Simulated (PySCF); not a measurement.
A calculated (UHF, PySCF 2.14, x2c-TZVPPall with one added diffuse shell each of s, p, d, f type, the spin-free X2C one-electron Hamiltonian (Gaussian nucleus)) atom or ion has these occupied shells.

| shell | electrons | orbital energy (eV) | rms radius, mean of both spins (bohr) |
| --- | --- | --- | --- |
| 1s α | 1 | -31981.7 | 0.0318 |
| 1s β | 1 | -31981.4 | 0.0318 |
| 2s α | 1 | -5010.4 | 0.130 |
| 2s β | 1 | -5010.2 | 0.130 |
| 2p α | 3 | -4495.0 | 0.116 |
| 2p β | 3 | -4494.8 | 0.116 |
| 3s α | 1 | -1047.4 | 0.343 |
| 3s β | 1 | -1047.0 | 0.343 |
| 3p α | 3 | -875.40 | 0.343 |
| 3p β | 3 | -875.08 | 0.343 |
| 3d α | 5 | -614.18 | 0.322 |
| 3d β | 5 | -614.07 | 0.322 |
| 4s α | 1 | -204.19 | 0.815 |
| 4s β | 1 | -203.20 | 0.815 |
| 4p α | 3 | -148.31 | 0.876 |
| 4p β | 3 | -147.62 | 0.876 |
| 4d α | 5 | -63.870 | 1.04 |
| 4d β | 5 | -63.261 | 1.04 |
| 5s α | 1 | -32.986 | 2.18 |
| 5p α | 3 | -19.691 | 2.65 |
| 5p β | 1 | -14.926 | 2.65 |

Name the element and its charge.

Te⁺ (tellurium, charge +1), in [Kr] 4d10 5s1 5p4, high-spin 4P determinant (an excited configuration).
